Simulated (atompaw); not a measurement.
What one change does to a pseudopotential (iron (Fe), PAW (atompaw))

atompaw 4.2.0.5 input, output lines left out:

```
Fe 26
GGA-PBE scalarrelativistic loggrid 1500 logderivrange -4 5 226
4 4 3 0 0 0
4 0 0
4 1 0
3 2 6
0 0 0
c
c
c
v
c
c
v
v
2
2.55 1.90 2.25 1.65
y
-0.75
n
y
2.55
n
y
1.35
n
custom rrkj gramschmidtortho gaussian
bessel
2.55
2.55
2.55
2.55
0.85
0.85
```

Change: all radii scaled by about 0.91 (s 2.32, p 2.32, d 0.78 bohr); local potential bessel scheme, radius 2.06 bohr; augmentation gaussian compensation charge, radius 1.74 bohr; PAW radius 2.32 bohr; waves and projectors: custom rrkj gramschmidtortho; core correction smooth core density matched at 1.50 bohr.

Cutoffs: the cutoffs (Ry, on a coarse ladder) from which the occupation-weighted sum of valence levels, in a spherical-Bessel basis at the reference potential, stays within 10 and 1 mRy of its value at 400 Ry; they do not see the model core or the augmentation charge, which bear on the density cutoff.

Task: What does the change do?

Result: The potential gets harder (160 Ry and 260 Ry → 180 Ry and 300 Ry); neither file shows a bound ghost. A smaller radius makes the pseudo-wave follow the all-electron one further in, where it bends more sharply, so more plane waves are needed.

```csv
quantity,base,changed
"cutoff, loose",160 Ry,180 Ry
"cutoff, tight",260 Ry,300 Ry
bound ghosts,none,none
lowest overlap eigenvalue by channel,"s 0.41, p 0.73, d 1.00","s 0.42, p 0.66, d 1.00"
```

 The cutoffs see the waves, projectors and local potential, not the compensation charge or the core.
